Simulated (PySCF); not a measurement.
Cr, septet; B3LYP/aug-cc-pVDZ (PySCF).

Input for PySCF:
```python
from pyscf import gto, scf, dft

mol = gto.M(
    atom='''
Cr    0.000000    0.000000    0.000000
''',
    basis='aug-cc-pvdz',
    charge=0,
    spin=6,
    verbose=3,
)

mf = dft.UKS(mol)
mf.xc = 'b3lyp'
mf.kernel()
mf.analyze()
```

It wrote (shortened):

```
converged SCF energy = -1044.46691250755  <S^2> = 12.000182  2S+1 = 7.0000521
**** MO energy ****
                             alpha | beta                alpha | beta
MO #1   energy= -215.609964320467  | -215.607882826206  occ= 1 | 1
MO #2   energy= -24.5912991723002  | -24.5265044366735  occ= 1 | 1
MO #3   energy= -20.8783725125917  | -20.8242575395939  occ= 1 | 1
MO #4   energy= -20.8783725094601  | -20.824257536297   occ= 1 | 1
MO #5   energy= -20.8783725017956  | -20.8242575272247  occ= 1 | 1
MO #6   energy= -2.84229375793598  | -2.65183082421471  occ= 1 | 1
MO #7   energy= -1.79839624006717  | -1.59718646947969  occ= 1 | 1
MO #8   energy= -1.798396233932    | -1.59718646413113  occ= 1 | 1
MO #9   energy= -1.79839621950279  | -1.59718644885958  occ= 1 | 1
MO #10  energy= -0.181041649632089 | -0.0742220239303659 occ= 1 | 0
MO #11  energy= -0.181041592444672 | 0.0022794869215626 occ= 1 | 0
MO #12  energy= -0.181041569660977 | 0.00227948703933893 occ= 1 | 0
MO #13  energy= -0.181041559174085 | 0.00227948704796737 occ= 1 | 0
MO #14  energy= -0.181041509838442 | 0.0192849758966291 occ= 1 | 0
MO #15  energy= -0.173216177390055 | 0.0454624253790344 occ= 1 | 0
MO #16  energy= -0.0278965780941628 | 0.0454624334755436 occ= 0 | 0
MO #17  energy= -0.0278965767334186 | 0.0454624335238206 occ= 0 | 0
MO #18  energy= -0.027896574767518 | 0.0454624340275243 occ= 0 | 0
MO #19  energy= 0.00758447788650907 | 0.0454624351225996 occ= 0 | 0
MO #20  energy= 0.0286964779624097 | 0.0483119282659477 occ= 0 | 0
MO #21  energy= 0.0286964790722347 | 0.0483119285587669 occ= 0 | 0
MO #22  energy= 0.0286964802198893 | 0.0483119297096942 occ= 0 | 0
MO #23  energy= 0.0484024651212167 | 0.0798717026369545 occ= 0 | 0

To work with the spin densities directly, `use mulliken_meta_spin()` only printing them here.

 ** Mulliken spin pop alpha/beta on meta-lowdin orthogonal AOs **
 ** Mulliken Spin Density (per atom)  **
spin density of  0 Cr =      6.00000
 ** Mulliken pop alpha/beta on meta-lowdin orthogonal AOs **
 ** Mulliken atomic charges   ( Nelec_alpha | Nelec_beta ) **
charge of  0Cr =     -0.00000  (    15.00000      9.00000 )
Dipole moment(X, Y, Z, Debye): -0.00000,  0.00000, -0.00000
```
